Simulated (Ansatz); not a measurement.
# Worked example: the barrier

An elementary step of BH₄ClO₂, singlet (BH₃O₂ ([OH][BH][OH]) + HCl → BH₂ClO₂ ([OH][B]([OH])[Cl]) + H₂; bonds formed: B1–Cl6, H2–H5; bonds broken: B1–H2, H5–Cl6). “Start” is the structure reached by relaxing down from the saddle towards the reactants; PBE0-D4/def2-TZVP structures. The saddle:

B1  (-0.063, -0.196, -0.134)
H2  (1.214, -0.652, -0.105)
O3  (-0.348, 0.649, -1.160)
O4  (-0.836, -1.239, 0.243)
H5  (1.173, -0.049, 0.636)
Cl6  (0.504, 1.096, 1.610)
H7  (0.121, 1.485, -1.133)
H8  (-1.765, -1.096, 0.042)
(Å)

Program: Ansatz 0.2.0. Basis: def2-TZVPP and def2-QZVPP. Cores are frozen in the correlated methods.

Energies in eV:

| quantity | saddle | start |
| --- | --- | --- |
| Hartree–Fock, triple zeta (X = 3) | -17316.44262 | -17318.65530 |
| Hartree–Fock, quadruple zeta (X = 4) | -17317.02798 | -17319.24502 |
| MP2 correlation, X = 3 | -22.11529 | -21.51646 |
| MP2 correlation, X = 4 | -23.96137 | -23.33092 |
| CCSD(T) correlation, X = 3 | -23.71015 | -23.18168 |

Work out the barrier at the basis limit: extrapolate Hartree–Fock as E(X) = E∞ + A exp(−7.88 √X) and the MP2 correlation as E(X) = E∞ + B X^−2.97 (the exponents that Neese and Valeev fitted for def2-TZVPP and QZVPP), then add CCSD(T) − MP2 in triple zeta.

Each step is linear, so take the differences first (saddle − start): Hartree–Fock 2.21268 (X = 3) and 2.21704 (X = 4); MP2 correlation -0.59883 and -0.63045; CCSD(T) correlation -0.52847.
Two points give E∞ = E(4) + w [E(4) − E(3)], with w = 1/(exp(7.88 (2 − √3)) − 1) = 0.1377 for Hartree–Fock and w = 1/((4/3)^2.97 − 1) = 0.7407 for the correlation.
Hartree–Fock: 2.21704 + 0.1377 × 0.00436 = 2.2176 eV.
MP2 correlation: -0.63045 + 0.7407 × (-0.03162) = -0.6539 eV.
CCSD(T) − MP2: -0.52847 − (-0.59883) = 0.0704 eV.
Sum: 2.2176 + (-0.6539) + 0.0704 = 1.6341 eV, or 37.68 kcal/mol. Plain CCSD(T) in triple zeta gives 1.6842 eV, so the larger basis shifts the result by -0.0501 eV.

The T1 diagnostic stays at or below 0.013.

Labels in which every atom is bracketed show which atoms are joined, not bond orders.

For scale, one of the runs: CCSD(T)/def2-TZVPP, 191 basis functions, launched by `ansatz run in.yaml --threads 2 --pin off --events-out ev --progress --plain --max-ram 4352MiB`. The run took 74 s on 2 CPU threads of an Arm Neoverse V1 (shared host), with 2.2 GiB of host memory at its peak.
